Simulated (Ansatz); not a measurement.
Cost and result for the atomization energy of C$_{4}$H$_{3}$F$_{7}$ (`FC(F)C(F)(C(F)F)C(F)F`) (14 atoms, 13 bonds).

```tsv
atom	x (Å)	y (Å)	z (Å)
F1	2.096	0.480	0.915
C2	1.112	0.938	0.102
F3	1.695	1.425	-1.001
C4	0.180	-0.229	-0.266
F5	0.821	-1.034	-1.159
C6	-1.138	0.284	-0.871
F7	-1.720	-0.692	-1.582
F8	-0.908	1.323	-1.703
C9	-0.097	-1.064	0.989
F10	-1.014	-2.012	0.737
F11	-0.600	-0.242	1.946
H12	0.582	1.742	0.621
H13	-1.825	0.617	-0.086
H14	0.815	-1.536	1.360
```

Charge 0, multiplicity 1. Geometry: relaxed with PBE0-D4/def2-TZVP. It is one conformer, not always the lowest. Program: Ansatz. All runs use 4 threads of an AMD EPYC 7R13 on a shared host and a share of an NVIDIA H100 80 GB. Times are those of one run each, without the atoms' runs, and a repeat can differ threefold. Electronic energies, without spin–orbit coupling; frozen cores. CCSD(T)/CBS adds CCSD(T) − MP2 in def2-TZVPP to the MP2 limit, and its time is that of the two runs behind it. T1 = 0.012. B3LYP takes the VWN-RPA correlation (the form of Gaussian; ORCA's B3LYP/G).

CCSD(T)/CBS is a level of theory with its own doubt, some kJ/mol a heavy atom from the limit and from the frozen cores, so smaller differences don't rank the functionals.

```tsv
level	functions	wall time
PBE0-D4/def2-TZVPP	383	2.8 s
BLYP-D4/def2-TZVPP	383	3.4 s
B97M-V/def2-TZVPP	383	4 s
PBE-D4/def2-TZVPP (with forces)	383	4.7 s
r2SCANh-D4/def2-TZVPP	383	6 s
BHLYP-D4/def2-TZVPP	383	7.5 s
B3LYP-D4/def2-TZVPP (with forces)	383	9 s
CCSD(T)/def2-SVP	169	11 s
CAM-B3LYP-D4/def2-TZVPP	383	12 s
ωB97M-V/def2-TZVPP (with forces)	383	15 s
MP2/def2-QZVPP	717	16 s
CCSD(T)/def2-TZVPP	383	36 s
CCSD(T)/CBS(def2)	–	51 s
```

Task: What atomization energy does each give, and how far from CCSD(T)/CBS? (An estimate is asked.)

Result: Ansatz gave: 
```json
{"level": "PBE0-D4/def2-TZVPP", "atomization (kJ/mol)": "5777.9", "difference from CCSD(T)/CBS": "52.7", "per bond": "4.1"}
{"level": "BLYP-D4/def2-TZVPP", "atomization (kJ/mol)": "5753.8", "difference from CCSD(T)/CBS": "28.6", "per bond": "2.2"}
{"level": "B97M-V/def2-TZVPP", "atomization (kJ/mol)": "5727.5", "difference from CCSD(T)/CBS": "2.3", "per bond": "0.2"}
{"level": "PBE-D4/def2-TZVPP (with forces)", "atomization (kJ/mol)": "6003.5", "difference from CCSD(T)/CBS": "278.3", "per bond": "21.4"}
{"level": "r2SCANh-D4/def2-TZVPP", "atomization (kJ/mol)": "5702.7", "difference from CCSD(T)/CBS": "-22.5", "per bond": "-1.7"}
{"level": "BHLYP-D4/def2-TZVPP", "atomization (kJ/mol)": "5392.6", "difference from CCSD(T)/CBS": "-332.6", "per bond": "-25.6"}
{"level": "B3LYP-D4/def2-TZVPP (with forces)", "atomization (kJ/mol)": "5687.7", "difference from CCSD(T)/CBS": "-37.5", "per bond": "-2.9"}
{"level": "CCSD(T)/def2-SVP", "atomization (kJ/mol)": "5467.4", "difference from CCSD(T)/CBS": "-257.8", "per bond": "-19.8"}
{"level": "CAM-B3LYP-D4/def2-TZVPP", "atomization (kJ/mol)": "5775.6", "difference from CCSD(T)/CBS": "50.4", "per bond": "3.9"}
{"level": "ωB97M-V/def2-TZVPP (with forces)", "atomization (kJ/mol)": "5760.9", "difference from CCSD(T)/CBS": "35.7", "per bond": "2.7"}
{"level": "MP2/def2-QZVPP", "atomization (kJ/mol)": "5910.8", "difference from CCSD(T)/CBS": "185.6", "per bond": "14.3"}
{"level": "CCSD(T)/def2-TZVPP", "atomization (kJ/mol)": "5567.2", "difference from CCSD(T)/CBS": "-158.0", "per bond": "-12.2"}
{"level": "CCSD(T)/CBS(def2)", "atomization (kJ/mol)": "5725.2", "difference from CCSD(T)/CBS": "0.0", "per bond": "0.0"}
```

Leaving LDA and LC-ωPBE aside and taking each functional with its dispersion term where it has one, the values spread over 610.9 kJ/mol, from BHLYP-D4 to PBE-D4. LDA lies +1008.3 kJ/mol from PBE without D4, its usual overbinding. At CCSD(T), def2-SVP lies −257.8 kJ/mol from the extrapolated value and def2-TZVPP −158.0 kJ/mol: correlation converges slowly with the basis, and small sets miss more of it in the bonded molecule than in its fragments. From BLYP to BHLYP (50 % exact exchange), in def2-TZVPP and without D4, the atomization energy moves by −323.7 kJ/mol: exact exchange takes away binding that semilocal exchange gives to molecules.
